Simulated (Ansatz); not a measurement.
CF4 (SMILES FC(F)(F)F), singlet, geometry from GFN2-xTB; MP2/pcseg-0 (Ansatz, a program for electronic structure).

Input for Ansatz:
Ansatz 0.2 input:
```yaml
crystal:
  periodic: [false, false, false]
  atoms:
    - {symbol: C, position_ang: [0.00000000, 0.00000000, -0.00000000]}
    - {symbol: F, position_ang: [0.76156680, 0.76669051, 0.74768414]}
    - {symbol: F, position_ang: [-0.74940203, -0.75691441, 0.76961488]}
    - {symbol: F, position_ang: [-0.76791520, 0.75064431, -0.75740957]}
    - {symbol: F, position_ang: [0.75575043, -0.76042041, -0.75988945]}
basis:
  gaussian:
    orbitals: pcseg-0.json
magnetization: {spin_polarized: false}
correlation: {method: mp2}
```
The basis file holds pcseg-0 in the JSON format of the Basis Set Exchange.

What the program printed (banner, timings and long lists left out):

```
Functional definition: HF
512 factors; integrals over basis functions are off by at most 1.2e-4 eV
mean field evaluation 1: about -11814.0942 eV, gradient 4.3e1 eV
mean field evaluation 2: about -11814.4092 eV, gradient 4.4e1 eV
mean field evaluation 4: about -11818.5693 eV, gradient 2.6e0 eV
mean field evaluation 8: about -11818.6129 eV, gradient 9.6e-2 eV
mean field -11818.61298766 eV, -434.3260163528 hartree, gradient 3.8e-6 eV, S^2 0.000000; 0 other end points of the search recorded, 0 dependent functions left out
5 core orbitals not correlated
reference -11818.61298766 eV, -434.3260163528 hartree; 16, 16 occupied and 24, 24 virtual orbitals, 512 factors
second order -15.79316545 eV of doubles, -0.00000000 eV of singles
Total energy: -11834.40615310 eV, -434.9064044780 hartree
```
